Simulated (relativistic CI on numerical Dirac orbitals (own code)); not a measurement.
Method of calculation: Dirac-Coulomb-Breit CI, orbitals from a KLI potential per configuration, a model potential for QED, unscaled Slater integrals (own radial code, finite nucleus).

Configurations in the expansion (outside the closed core [Ar] 3d10): 4s2 4p6 4d10, 4s2 4p6 4d9 4f, 4s2 4p5 4d10 4f, 4s 4p6 4d10 4f, 4s2 4p6 4d9 5s, 4s2 4p6 4d9 5p, 4s2 4p6 4d9 5d, 4s2 4p5 4d10 5s, 4s2 4p6 4d9 5f, 4s2 4p5 4d10 5p, 4s2 4p6 4d9 5g, 4s2 4p6 4d9 6s, 4s2 4p5 4d10 5d, 4s2 4p6 4d9 6p, 4s 4p6 4d10 5s, 4s2 4p6 4d9 6d, 4s 4p6 4d10 5p, 4p6 4d10 4f2, 4p6 4d9 4f3, 4p5 4d10 4f3, 4p6 4d9 4f2 5s, 4p6 4d9 4f2 5p, 4p6 4d9 4f2 5d. Double excitations out of closed p, d and f shells are left out; levels of such configurations are missing from the list, as are those of other unlisted configurations, and high levels can miss mixing partners. These lack a partner that the ground configuration has and come out too high: 4s2 4p5 4d10 5s, 4s2 4p6 4d9 5f, 4s2 4p5 4d10 5p, 4s2 4p6 4d9 5g, 4s2 4p6 4d9 6s.

At this charge energies of transitions that change n are usually good to better than 1 %, and those within a shell (Δn = 0) to a few per cent.

Outline of the computed level scheme of Hg XXXV. Lowest level of each configuration: 4s2 4p6 4d10 1S_0 at 0.000 eV; 4s2 4p6 4d9 4f 3P°_0 at 219.673 eV; 4s2 4p5 4d10 4f 3D_1 at 454.688 eV; 4s2 4p6 4d9 5s 3D_3 at 476.603 eV; 4s2 4p6 4d9 5p 3P°_2 at 530.087 eV.

Some strong electric-dipole decays among the lowest 45 levels: 4s2 4p6 4d9 4f 1P°_1 → 4s2 4p6 4d10 1S_0 (7.2e+12 s⁻¹); 4s2 4p6 4d9 5p 1P°_1 → 4s2 4p6 4d10 1S_0 (2.7e+12 s⁻¹); 4s2 4p5 4d10 4f 3G_3 → 4s2 4p6 4d9 4f 3H°_4 (2.3e+12 s⁻¹); 4s2 4p5 4d10 4f 3G_4 → 4s2 4p6 4d9 4f 1H°_5 (2.3e+12 s⁻¹); 4s2 4p6 4d9 5p 3D°_1 → 4s2 4p6 4d10 1S_0 (1.7e+12 s⁻¹); 4s2 4p5 4d10 4f 3F_2 → 4s2 4p6 4d9 4f 1D°_2 (1.2e+12 s⁻¹); 4s2 4p5 4d10 4f 3D_3 → 4s2 4p6 4d9 4f 1F°_3 (1.1e+12 s⁻¹); 4s2 4p5 4d10 4f 3F_2 → 4s2 4p6 4d9 4f 3G°_3 (1.0e+12 s⁻¹).

LS names give the leading component of a level, which can be under half, so a name can repeat, a term be missing and a line seem to break the LS rules.
